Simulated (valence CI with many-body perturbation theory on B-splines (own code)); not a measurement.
**E1 transitions of Os⁶²⁺**

Computed by valence CI with perturbative core correlation (CI+MBPT): four valence electrons over a frozen Dirac-Fock core [Ne], radial functions for each j: 11 s, 11 p, 9 d, 7 f, 5 g, 2 h, 1 i, with the one-electron correlation potential Σ1, the two-electron term Σ2, the three-electron term Σ3, Breit, model QED; selected CI, second order for the rest (own B-spline code, finite nucleus).

No measured spectrum was set against this ion. As an estimate, large intervals hold to a few tenths of a per cent, small ones and those within an open d or f shell to about a per cent.

Lines 151 to 200 of 236 in falling wavelength, among levels below 11316 × 10³ cm⁻¹, chosen from the strongest by gf and those to the six lowest levels. Wavelengths and rates use the calculated energies. Electric multipoles are in the length gauge, E1 and E2 with the static RPA response of the core. Weak lines are less certain than strong ones. Lines between different terms over intervals too small for the method are left out, as are lines whose strength nearly cancels. The highest levels of a list are the least certain.

Levels are named by their leading jj configuration (3d3/2^4 stands for four electrons in 3d with j = 3/2), which in mixed levels can hold well under half, so a name can repeat and another be missing. Letters in brackets count levels of one name in rising energy.

```
λ vac (Å)                           Upper                   Lower   A (s⁻¹)  S (a.u.)
    20.24  (3s 3p1/2 3p3/2 3d5/2) J=2 [c]  (3s^2 3p1/2 3d5/2) J=2  5.63e+11  1.15e-02
    20.23  (3s 3p1/2 3p3/2 3d3/2) J=1 [c]  (3s^2 3p1/2 3d3/2) J=2  3.29e+12  4.04e-02
    20.19  (3s 3p1/2 3p3/2 3d3/2) J=3 [a]  (3s 3p1/2^2 3p3/2) J=2  5.32e+10  1.51e-03
    20.06  (3s 3p1/2 3p3/2 3d3/2) J=2 [c]  (3s 3p1/2^2 3p3/2) J=1  9.04e+10  1.80e-03
    20.02  (3s 3p1/2 3p3/2 3d5/2) J=2 [d]  (3s^2 3p1/2 3d5/2) J=3  2.47e+12  4.89e-02
    20.01  (3s 3p1/2 3p3/2 3d3/2) J=2 [b]  (3s 3p1/2^2 3p3/2) J=2  5.37e+11  1.06e-02
    19.97  (3s 3p1/2 3p3/2 3d5/2) J=2 [d]  (3s^2 3p1/2 3d5/2) J=2  6.41e+11  1.26e-02
    19.94      (3s 3p1/2 3p3/2^2) J=1 [b]  (3s^2 3p1/2 3p3/2) J=1  1.01e+12  1.19e-02
    19.69  (3s 3p1/2 3p3/2 3d3/2) J=1 [b]  (3s 3p1/2^2 3p3/2) J=1  1.05e+11  1.19e-03
    19.62  (3s 3p1/2 3p3/2 3d3/2) J=2 [d]  (3s 3p1/2^2 3p3/2) J=1  1.18e+11  2.19e-03
    19.50  (3s 3p1/2 3p3/2 3d3/2) J=1 [c]  (3s 3p1/2^2 3p3/2) J=1  1.16e+11  1.28e-03
    19.42  (3s 3p1/2 3p3/2 3d3/2) J=1 [d]  (3s^2 3p1/2 3d3/2) J=2  1.44e+11  1.56e-03
    19.38              (3s^2 3d3/2^2) J=2  (3s^2 3p1/2 3d3/2) J=1  3.90e+12  7.01e-02
    19.37  (3s 3p1/2 3p3/2 3d3/2) J=2 [e]  (3s^2 3p1/2 3d3/2) J=2  1.36e+12  2.44e-02
    19.18  (3s 3p1/2 3p3/2 3d3/2) J=2 [c]  (3s 3p1/2^2 3p3/2) J=2  4.26e+11  7.43e-03
    19.01  (3s 3p1/2 3p3/2 3d5/2) J=2 [b]  (3s^2 3p1/2 3d3/2) J=1  1.43e+12  2.43e-02
    18.99          (3s^2 3p3/2 3d3/2) J=3  (3s^2 3p1/2 3p3/2) J=2  2.76e+12  6.52e-02
    18.98  (3s 3p1/2 3p3/2 3d3/2) J=3 [b]  (3s 3p1/2^2 3p3/2) J=2  2.58e+12  6.09e-02
    18.92          (3s^2 3d3/2 3d5/2) J=3  (3s^2 3p1/2 3d5/2) J=3  2.95e+12  6.91e-02
    18.89          (3s^2 3d3/2 3d5/2) J=3  (3s^2 3p1/2 3d5/2) J=2  1.70e+12  3.95e-02
    18.85  (3s 3p1/2 3p3/2 3d3/2) J=1 [b]  (3s 3p1/2^2 3p3/2) J=2  2.78e+12  2.76e-02
    18.84          (3s^2 3p3/2 3d3/2) J=2  (3s^2 3p1/2 3p3/2) J=2  4.32e+12  7.13e-02
    18.83          (3s^2 3p3/2 3d3/2) J=1  (3s^2 3p1/2 3p3/2) J=2  4.35e+11  4.30e-03
    18.78  (3s 3p1/2 3p3/2 3d3/2) J=2 [d]  (3s 3p1/2^2 3p3/2) J=2  3.84e+12  6.27e-02
    18.74  (3s 3p1/2 3p3/2 3d3/2) J=1 [d]  (3s 3p1/2^2 3p3/2) J=1  5.11e+12  4.98e-02
    18.71  (3s 3p1/2 3p3/2 3d3/2) J=3 [c]  (3s 3p1/2^2 3p3/2) J=2  2.25e+11  5.09e-03
    18.69  (3s 3p1/2 3p3/2 3d3/2) J=2 [e]  (3s 3p1/2^2 3p3/2) J=1  1.70e+12  2.74e-02
    18.67  (3s 3p1/2 3p3/2 3d3/2) J=1 [c]  (3s 3p1/2^2 3p3/2) J=2  1.79e+11  1.73e-03
    18.61  (3s 3p1/2 3p3/2 3d3/2) J=0 [b]  (3s 3p1/2^2 3p3/2) J=1  3.18e+12  1.01e-02
    18.58              (3s^2 3d3/2^2) J=0  (3s^2 3p1/2 3d3/2) J=1  8.09e+12  2.56e-02
    18.57          (3s^2 3p3/2 3d3/2) J=2  (3s^2 3p1/2 3p3/2) J=1  1.79e+12  2.83e-02
    18.57  (3s 3p1/2 3p3/2 3d5/2) J=2 [a]  (3s^2 3p1/2 3d3/2) J=2  1.61e+09  2.54e-05
    18.56          (3s^2 3p3/2 3d3/2) J=1  (3s^2 3p1/2 3p3/2) J=1  4.41e+12  4.17e-02
    18.53          (3s^2 3p3/2 3d3/2) J=0  (3s^2 3p1/2 3p3/2) J=1  4.05e+12  1.27e-02
    18.51          (3s^2 3p1/2 3d3/2) J=1      (3s^2 3p1/2^2) J=0  5.77e+12  5.41e-02
    18.29  (3s 3p1/2 3p3/2 3d5/2) J=3 [a]  (3s^2 3p1/2 3d3/2) J=2  8.46e+08  1.79e-05
    18.21      (3s 3p1/2 3p3/2 3d5/2) J=0  (3s^2 3p1/2 3d3/2) J=1  1.43e+12  4.25e-03
    18.08              (3s^2 3d3/2^2) J=2  (3s^2 3p1/2 3d3/2) J=2  2.18e+12  3.19e-02
    18.00  (3s 3p1/2 3p3/2 3d5/2) J=3 [b]  (3s^2 3p1/2 3d3/2) J=2  2.17e+09  4.37e-05
    17.99  (3s 3p1/2 3p3/2 3d5/2) J=1 [a]  (3s^2 3p1/2 3d3/2) J=2  2.75e+10  2.37e-04
    17.97  (3s 3p1/2 3p3/2 3d3/2) J=1 [d]  (3s 3p1/2^2 3p3/2) J=2  1.94e+10  1.67e-04
    17.94  (3s 3p1/2 3p3/2 3d5/2) J=2 [a]  (3s 3p1/2^2 3p3/2) J=1  2.27e+10  3.24e-04
    17.93  (3s 3p1/2 3p3/2 3d3/2) J=2 [e]  (3s 3p1/2^2 3p3/2) J=2  4.06e+11  5.77e-03
    17.76  (3s 3p1/2 3p3/2 3d5/2) J=2 [b]  (3s^2 3p1/2 3d3/2) J=2  9.09e+11  1.26e-02
    17.61  (3s 3p1/2 3p3/2 3d5/2) J=3 [c]  (3s^2 3p1/2 3d3/2) J=2  1.46e+09  2.75e-05
    17.49              (3s^2 3d3/2^2) J=2  (3s 3p1/2^2 3p3/2) J=1  1.32e+10  1.74e-04
    17.47  (3s 3p1/2 3p3/2 3d5/2) J=1 [b]  (3s^2 3p1/2 3d3/2) J=2  2.41e+08  1.90e-06
    17.40  (3s 3p1/2 3p3/2 3d5/2) J=1 [a]  (3s 3p1/2^2 3p3/2) J=1  3.05e+11  2.38e-03
    17.24  (3s 3p1/2 3p3/2 3d5/2) J=2 [a]  (3s 3p1/2^2 3p3/2) J=2  9.67e+10  1.22e-03
    17.19  (3s 3p1/2 3p3/2 3d5/2) J=2 [b]  (3s 3p1/2^2 3p3/2) J=1  7.18e+10  9.01e-04
```
